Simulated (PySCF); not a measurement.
EPR parameters of C8H8N

Species: C8H8N (doublet state).
Z-matrix (Å and degrees, GFN2-xTB geometry), rows numbered from 1:
```
C 
C   1  1.3722
C   2  1.4281  1  121.64
C   3  1.3643  2  121.14  1  -179.74
C   4  1.4080  3  121.33  2    -0.30
C   5  1.4533  4  119.50  3  -179.71
N   6  1.2656  5  129.67  4   176.30
C   5  1.4078  4  118.17  3     0.24
C   8  1.3641  5  121.25  4     0.03
H   1  1.0754  2  121.31  3    -0.09
H   1  1.0755  2  121.25  3   179.89
H   3  1.0802  2  118.32  1     0.15
H   4  1.0813  3  120.09  2   179.82
H   6  1.0885  5  115.17  4    -3.43
H   7  1.0195  6  115.04  5    -0.09
H   8  1.0817  5  119.30  4   179.60
H   9  1.0802  2  118.25  1     0.04
```

The hyperfine couplings belong to this conformer and change with its torsions.

The species is `[H]/N=C\C1=CC=C([CH2])C=C1` [radical].

Level of theory: PySCF 2.14.0, UKS B3LYP, pcH-1 on C H N, non-relativistic, mean-field spin-orbit, GIAO. One conformer (not necessarily the lowest) at the GFN2-xTB geometry, without solvent, vibrations or thermal averaging. The geometry wasn't refined by DFT: couplings that depend on bond lengths, twists or pyramidal angles can differ widely from those at the functional's own minimum. Stability of the SCF solution: not tested. ⟨S²⟩ is 0.789 where a pure state has 0.75.

| Item | Value |
| --- | --- |
| g1, g2, g3 | 2.00216, 2.00298, 2.00330 |
| g_iso | 2.00281 |
| Form of g | rhombic: the two nearest values differ by 28 % of g3 − g1 |
| ⟨S²⟩ | 0.7891 (exact 0.7500) |
| HOMO–LUMO gap, α and β orbitals | 4.35, 4.02 eV |
| Basis functions | 305 |

Isotropic coupling and dipolar principal values T1 to T3, in MHz:

```
atom  isotope  a_iso     T1     T2     T3  Mulliken spin population
  C1      13C   54.8  -53.2  -52.1  105.2                      0.69
  C2      13C  -40.1  -21.8    8.8   13.0                     -0.20
  C3      13C   24.5  -19.4  -19.2   38.6                      0.26
  C4      13C  -22.6  -17.2    7.6    9.6                     -0.14
  C5      13C   28.4  -23.4  -21.9   45.4                      0.30
  C6      13C  -17.3  -10.4    3.8    6.6                     -0.08
  N7      14N    5.3   -7.1   -6.9   14.0                      0.16
  C8      13C  -22.1  -17.2    7.6    9.6                     -0.14
  C9      13C   22.9  -17.5  -17.3   34.8                      0.23
 H10       1H  -41.9  -24.4   -1.0   25.4                     -0.03
 H11       1H  -41.9  -24.6   -0.9   25.5                     -0.03
 H12       1H  -16.3   -6.6   -2.0    8.6                     -0.01
 H13       1H    7.2   -2.3   -1.5    3.8                      0.01
 H14       1H    3.1   -1.9   -0.8    2.8                      0.00
 H15       1H  -10.1   -6.9   -2.1    8.9                     -0.01
 H16       1H    7.2   -2.5   -2.0    4.4                      0.01
 H17       1H  -14.8   -5.6   -2.0    7.7                     -0.01
```

Largest spin populations (Mulliken): C1 (+0.69), C5 (+0.30), C3 (+0.26) and C9 (+0.23). Five atoms exceed +0.15. The positive populations add up to 1.65 and the negative ones to -0.65, together 2S = 1. The angles at C1 add up to 360.0°, so it is planar; its axial dipolar tensor and the negative couplings of its protons fit spin in a p orbital normal to that plane.

Axes: g1 is normal to the molecular plane and g2 points within 7° of the C5–C6 bond.

Under fast tumbling the dipolar parts average out, and these isotropic splittings remain (the largest six): 1 × 1H (H11, I = 1/2, 2 lines) with 1.50 mT, 1 × 1H (H10, I = 1/2, 2 lines) with 1.49 mT, 1 × 1H (H12, I = 1/2, 2 lines) with 0.58 mT, 1 × 1H (H17, I = 1/2, 2 lines) with 0.53 mT, 1 × 1H (H15, I = 1/2, 2 lines) with 0.36 mT and 1 × 1H (H13, I = 1/2, 2 lines) with 0.26 mT.

H10 and H11 aren't averaged: C1 is flat or nearly so (angle sum 360°), and its turn about the short C1–C2 bond (1.37 Å) is taken as slow. C3 and C9, with what hangs on them, aren't averaged: C2 is flat or nearly so (angle sum 360°), and its turn about the short C2–C1 bond (1.37 Å) is taken as slow.

The 13C coupling of C1 (54.8 MHz) shows only in satellite lines or after enrichment, since that isotope makes up about 1.07 % of natural carbon.

Examples of negative spin density at the nucleus (bohr⁻³): C2 (-0.0357), C4 (-0.0201) and C8 (-0.0196).
